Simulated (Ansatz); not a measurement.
Born–Oppenheimer molecular dynamics of CH₇ClOSi (11 atoms, charge 0, multiplicity 1). It starts at the highest image of a converged band. Of that band: Beside the main top the profile has a ripple of under 15 meV (maxima at images 1, 3), which may be a very shallow well or noise. Neighbouring images differ by up to 3.0 eV, so the band resolves the path poorly. A vibrational analysis at the climbing image gives one clearly imaginary mode, 1335i cm⁻¹: a first-order saddle point.

Computed with Ansatz, UKS B3LYP/6-31G*.

```yaml
ensemble: NVE (velocity Verlet)
time_step: 0.5 fs
steps_asked: 200
starting_velocities_drawn_for: 300 K
seed: 5858
```

First frame:

```xyz
11
Properties=species:S:1:pos:R:3
Si -0.363 0.475 -0.819
C 0.212 -1.034 0.686
H -1.810 0.744 -0.777
H 0.587 1.276 -1.628
Cl -0.402 -1.160 -2.244
H 0.234 0.270 0.905
O -0.018 1.530 0.709
H 0.430 -1.028 1.770
H 1.048 -1.527 0.190
H -0.700 -1.623 0.577
H 0.782 2.076 0.629
```

Task: How far do the bonds stretch over the last three quarters of this one trajectory? (Pairs bonded in most of those frames.)

Result: 
```tsv
bond	mean (Å)	spread (Å)	shortest	longest
Si1–C2	1.897	0.152	1.69	2.15
Si1–H3	1.488	0.023	1.45	1.53
Si1–H4	1.490	0.039	1.43	1.55
Si1–Cl5	2.113	0.036	2.04	2.17
C2–H8	1.099	0.031	1.04	1.15
C2–H9	1.098	0.026	1.05	1.15
C2–H10	1.104	0.052	1.02	1.18
H6–O7	0.979	0.036	0.92	1.03
O7–H11	0.974	0.016	0.94	1.01
```

Mean temperature of the second half: 1480 K. The conserved energy stayed within 0.36 meV per atom of its start (net change 0.12 meV per atom), so the integration is sound. The kinetic energy rose, since the run started high on the potential surface and went downhill. It ends in pieces (CH5ClSi + H2O), so much of that is their flight and rotation, not heat. A run of 0.1 ps of so small a system gives no equilibrium averages. The orbitals stay closed-shell, which can raise the energy where a bond breaks towards radicals; this wasn't checked here.

Run time: 3.7 min on 2 threads of AMD EPYC 9R45 96-Core Processor (Zen 5), with other jobs on the host, peak memory 0.25 GiB.
